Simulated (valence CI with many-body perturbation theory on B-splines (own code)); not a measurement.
Xe39+: calculated level list

Method: configuration interaction combined with many-body perturbation theory (CI+MBPT): five valence electrons over a frozen Dirac-Fock core [Ne], a basis of 11 s, 11 p, 10 d, 8 f, 5 g, 2 h functions for each j, with the one-electron correlation potential Σ1 (screened to all orders), the two-electron term Σ2, the three-electron term Σ3, Breit, model QED; selected single and double excitations, second order for the rest, scaled by the run's own slope (own B-spline code, finite nucleus).

No measured spectrum was set against this ion. As an estimate, large intervals hold to a few tenths of a per cent, small ones and those within an open d or f shell to about a per cent. Among the levels kept, up to 4700 cm⁻¹ of a level comes from second order outside the variational space, and about a tenth of that is noise between levels of different J, which matters for small intervals.

Levels 1 to 45 of 166, with energies above the lowest level, (3s^2 3p1/2^2 3p3/2) J=3/2. "Leading %" is the weight of the configuration and term that name the level; weights of strongly mixed levels are sums over their largest components and can fall short, so below about 35 % the name and the second component can differ from the true leading terms, or belong to a minority configuration. In the jj column 3d3/2^4 stands for four electrons in 3d with j = 3/2. Lifetimes count E1, E2, E3, M1 and M2 decay at the calculated energies, and are blank where another channel may lead or the interval is too uncertain; long ones can be off by a factor of two.

| No. | Configuration | Term | J | E (cm⁻¹) | Leading % | Second component | Lifetime | g | Leading jj |
| --- | --- | --- | --- | --- | --- | --- | --- | --- | --- |
| 1 | 3s²3p³ | ²P° | 3/2 | 0 | 44 | 30 % 3s²3p³ ⁴S° |  | 1.399 | 3s^2 3p1/2^2 3p3/2 (98 %) |
| 2 | 3s²3p³ | ⁴S° | 3/2 | 573440 | 52 | 46 % 3s²3p³ ²D° | 260 ns | 1.435 | 3s^2 3p1/2 3p3/2^2 (98 %) |
| 3 | 3s²3p³ | ²D° | 5/2 | 639290 | 98 |  | 1.39 μs | 1.194 | 3s^2 3p1/2 3p3/2^2 (98 %) |
| 4 | 3s²3p³ | ²P° | 1/2 | 720420 | 98 |  | 335 ns | 0.657 | 3s^2 3p1/2 3p3/2^2 (98 %) |
| 5 | 3s²3p²3d | ⁴F | 3/2 | 1223200 | 37 | 25 % 3s²3p²3d ²D | 548 ps | 0.790 | 3s^2 3p1/2^2 3d3/2 (94 %) |
| 6 | 3s²3p³ | ²P° | 3/2 | 1302800 | 54 | 28 % 3s²3p³ ²D° | 120 ns | 1.283 | 3s^2 3p3/2^3 (97 %) |
| 7 | 3s3p⁴ | ⁴P | 5/2 | 1361600 | 39 | 14 % 3s²3p²3d ⁴P | 190 ps | 1.390 | 3s 3p1/2^2 3p3/2^2 (50 %) |
| 8 | 3s3p⁴ | ⁴P | 5/2 | 1502200 | 32 | 18 % 3s²3p²3d ⁴F | 11.3 ps | 1.293 | 3s^2 3p1/2^2 3d5/2 (48 %) |
| 9 | 3s3p⁴ | ²S | 1/2 | 1597500 | 46 | 36 % 3s3p⁴ ⁴P | 12.3 ps | 2.208 | 3s 3p1/2^2 3p3/2^2 (82 %) |
| 10 | 3s3p⁴ | ²D | 3/2 | 1606100 | 27 | 25 % 3s3p⁴ ²P | 7.74 ps | 1.155 | 3s 3p1/2^2 3p3/2^2 (68 %) |
| 11 | 3s²3p²3d | ²F | 5/2 | 1794400 | 48 | 43 % 3s²3p²3d ⁴F | 485 ps | 0.961 | 3s^2 3p1/2 3p3/2 3d3/2 (96 %) |
| 12 | 3s²3p²3d | ⁴F | 3/2 | 1801000 | 30 | 29 % 3s²3p²3d ⁴D | 42.4 ps | 0.934 | 3s^2 3p1/2 3p3/2 3d3/2 (91 %) |
| 13 | 3s²3p²3d | ⁴D | 1/2 | 1806200 | 77 | 15 % 3s²3p²3d ²P | 263 ps | 0.228 | 3s^2 3p1/2 3p3/2 3d3/2 (97 %) |
| 14 | 3s²3p²3d | ²G | 7/2 | 1856900 | 39 | 29 % 3s²3p²3d ⁴F | 30.5 ns | 1.072 | 3s^2 3p1/2 3p3/2 3d3/2 (91 %) |
| 15 | 3s3p⁴ | ⁴P | 3/2 | 1925300 | 30 | 29 % 3s²3p²3d ²P | 1.07 ns | 1.461 | 3s^2 3p1/2 3p3/2 3d5/2 (63 %) |
| 16 | 3s²3p²3d | ⁴D | 7/2 | 1942900 | 47 | 36 % 3s²3p²3d ⁴F | 4.27 ns | 1.307 | 3s^2 3p1/2 3p3/2 3d5/2 (98 %) |
| 17 | 3s²3p²3d | ²D | 5/2 | 1973400 | 20 | 16 % 3s²3p²3d ²F | 44.6 ps | 1.167 | 3s^2 3p1/2 3p3/2 3d5/2 (76 %) |
| 18 | 3s²3p²3d | ²G | 9/2 | 2011400 | 54 | 45 % 3s²3p²3d ⁴F |  | 1.206 | 3s^2 3p1/2 3p3/2 3d5/2 (97 %) |
| 19 | 3s²3p²3d | ⁴P | 5/2 | 2015200 | 33 | 30 % 3s²3p²3d ²D | 2.14 ps | 1.293 | 3s^2 3p1/2 3p3/2 3d3/2 (67 %) |
| 20 | 3s²3p²3d | ⁴P | 1/2 | 2049500 | 36 | 31 % 3s²3p²3d ²P | 1.83 ps | 1.581 | 3s^2 3p1/2 3p3/2 3d3/2 (78 %) |
| 21 | 3s²3p²3d | ⁴P | 3/2 | 2051200 | 24 | 23 % 3s²3p²3d ²D | 1.29 ps | 1.245 | 3s^2 3p1/2 3p3/2 3d3/2 (74 %) |
| 22 | 3s²3p²3d | ⁴D | 3/2 | 2133700 | 25 | 23 % 3s3p⁴ ⁴P | 7.82 ps | 1.180 | 3s^2 3p1/2 3p3/2 3d5/2 (43 %) |
| 23 | 3s²3p²3d | ²F | 7/2 | 2137200 | 41 | 34 % 3s²3p²3d ²G | 8.93 ps | 1.084 | 3s^2 3p1/2 3p3/2 3d5/2 (83 %) |
| 24 | 3s²3p²3d | ²D | 5/2 | 2153400 | 30 | 26 % 3s²3p²3d ²F | 3.74 ps | 1.160 | 3s^2 3p1/2 3p3/2 3d5/2 (59 %) |
| 25 | 3s²3p²3d | ²S | 1/2 | 2162700 | 34 | 27 % 3s²3p²3d ²P | 5.46 ps | 1.499 | 3s^2 3p1/2 3p3/2 3d5/2 (61 %) |
| 26 | 3s²3p²3d | ²D | 3/2 | 2211400 | 38 | 28 % 3s²3p²3d ²P | 5.18 ps | 1.050 | 3s^2 3p1/2 3p3/2 3d5/2 (72 %) |
| 27 | 3s3p⁴ | ²D | 5/2 | 2241900 | 46 | 13 % 3s²3p²3d ⁴P | 3.79 ps | 1.257 | 3s 3p1/2 3p3/2^3 (47 %) |
| 28 | 3s3p⁴ | ²P | 3/2 | 2340300 | 44 | 17 % 3s3p⁴ ²D | 2.40 ps | 1.174 | 3s 3p1/2 3p3/2^3 (67 %) |
| 29 | 3s²3p²3d | ²P | 1/2 | 2357900 | 38 | 28 % 3s3p⁴ ²P | 2.49 ps | 1.219 | 3s 3p1/2 3p3/2^3 (45 %) |
| 30 | 3s²3p²3d | ²F | 7/2 | 2595100 | 44 | 42 % 3s²3p²3d ⁴D | 17.6 ps | 1.270 | 3s^2 3p3/2^2 3d5/2 (86 %) |
| 31 | 3s²3p²3d | ²P | 1/2 | 2609700 | 63 | 11 % 3s²3p²3d ⁴D | 3.16 ps | 1.010 | 3s^2 3p3/2^2 3d5/2 (47 %) |
| 32 | 3s²3p²3d | ²D | 5/2 | 2612400 | 34 | 17 % 3s²3p²3d ²F | 1.90 ps | 1.195 | 3s^2 3p3/2^2 3d3/2 (77 %) |
| 33 | 3s²3p²3d | ²D | 3/2 | 2619600 | 27 | 24 % 3s²3p²3d ⁴P | 1.52 ps | 1.172 | 3s^2 3p3/2^2 3d3/2 (76 %) |
| 34 | 3s²3p²3d | ⁴F | 9/2 | 2620900 | 54 | 45 % 3s²3p²3d ²G | 217 ns | 1.226 | 3s^2 3p3/2^2 3d5/2 (97 %) |
| 35 | 3s3p³3d | ⁶D° | 5/2 | 2625200 | 32 | 21 % 3s3p³3d ⁴F° | 74.2 ps | 1.335 | 3s 3p1/2^2 3p3/2 3d3/2 (87 %) |
| 36 | 3s²3p²3d | ²S | 1/2 | 2629900 | 37 | 32 % 3s²3p²3d ⁴P | 2.95 ps | 1.881 | 3s^2 3p3/2^2 3d3/2 (42 %) |
| 37 | 3s3p³3d | ⁶D° | 3/2 | 2635800 | 39 | 15 % 3s3p³3d ⁴D° | 51.7 ps | 1.401 | 3s 3p1/2^2 3p3/2 3d3/2 (88 %) |
| 38 | 3s²3p²3d | ²F | 7/2 | 2640200 | 67 | 25 % 3s²3p²3d ²G | 2.67 ps | 1.079 | 3s^2 3p3/2^2 3d3/2 (79 %) |
| 39 | 3s3p³3d | ⁶D° | 1/2 | 2640300 | 48 | 36 % 3s3p³3d ⁴P° | 89.0 ps | 2.695 | 3s 3p1/2^2 3p3/2 3d3/2 (88 %) |
| 40 | 3s3p³3d | ⁶D° | 7/2 | 2659400 | 34 | 21 % 3s3p³3d ⁴F° | 104 ps | 1.363 | 3s 3p1/2^2 3p3/2 3d3/2 (71 %) |
| 41 | 3s²3p²3d | ²D | 3/2 | 2730900 | 59 | 19 % 3s²3p²3d ²P | 2.09 ps | 0.920 | 3s^2 3p3/2^2 3d3/2 (78 %) |
| 42 | 3s3p³3d | ⁴F° | 3/2 | 2755700 | 32 | 12 % 3s3p³3d ²D° | 13.8 ps | 0.954 | 3s 3p1/2^2 3p3/2 3d3/2 (64 %) |
| 43 | 3s3p³3d | ⁶D° | 9/2 | 2774200 | 48 | 38 % 3s3p³3d ⁴F° | 89.2 ps | 1.409 | 3s 3p1/2^2 3p3/2 3d5/2 (90 %) |
| 44 | 3s²3p²3d | ²D | 5/2 | 2783000 | 79 | 13 % 3s²3p²3d ⁴D | 601 ps | 1.203 | 3s^2 3p3/2^2 3d5/2 (97 %) |
| 45 | 3s3p³3d | ⁴D° | 5/2 | 2855600 | 31 | 19 % 3s3p³3d ⁶D° | 15.4 ps | 1.391 | 3s 3p1/2^2 3p3/2 3d5/2 (85 %) |

The ionisation energy to 3s²3p² ³P0 of the next ion comes out as 2812.9 eV (NIST: 2811 ± 4 eV (theoretical)). All 166 levels together are meant to be complete up to 4380600 cm⁻¹.
